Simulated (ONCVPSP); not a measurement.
## LDA (Perdew-Zunger) ONCV dataset for In (Z = 49), scalar-relativistic all-electron reference.

ONCVPSP 4.0.1 input, shortened (lines: element, Z, core and valence counts, functional; n l f; lmax; l rc ep ncon nbas qcut; lloc lpopt rc5 dvloc0; l nproj debl; icmod fcfact rcfact), LDA (Perdew-Zunger), scalar-relativistic:

```
  In 49.00    8    2        3      upf
    1    0    2.00
    2    0    2.00
    2    1    6.00
    3    0    2.00
    3    1    6.00
    3    2   10.00
    4    0    2.00
    4    1    6.00
    4    2   10.00
    5    0    2.00
    2
    0    2.05    0.00    4    7    3.10
    1    2.10    0.13    4    7    4.20
    2    1.05    0.00    3    8    9.90
    4    5    1.05    0.00
    0    2    1.70
    1    2    1.80
    2    1    0.60
    3    2.50    1.20
```

In the p channel the program set the typed energies aside and used 0.050, 1.850 Ha.

All-electron outer shells of the reference configuration (LDA (Perdew-Zunger), scalar-relativistic, ld1.x):

```csv
shell,level (eV),outermost node (bohr),outermost maximum (bohr)
4p,-85.61,0.42,0.82
4d,-26.25,0.40,0.94
5s,-15.31,1.02,2.11
```

Problem. Estimate the cutoffs (Ha) at which the residual kinetic energy of the hardest occupied pseudo-wave falls to 1 and 0.1 mHa per electron.

Solution. 41 Ha and 48 Ha.

Problem. Does the potential have ghost states?

Solution. Ghosts flagged at negative energy: s at -194.4 eV, p at -18.7 eV (a further GHOST(-) flag falls on a real empty level of the atom); GHOST(+) flagged for s at 118.3 eV. A true bound ghost makes a file unfit for plane-wave use.

Problem. Which valence shell sets the plane-wave cutoff?

Solution. 4d: 41 Ha for 1 mHa per electron, against 7 Ha for 5s.

Its largest configuration-test error is +3.8 meV (4d10 5s0). 2 of 4 tests not solved or not reliable.
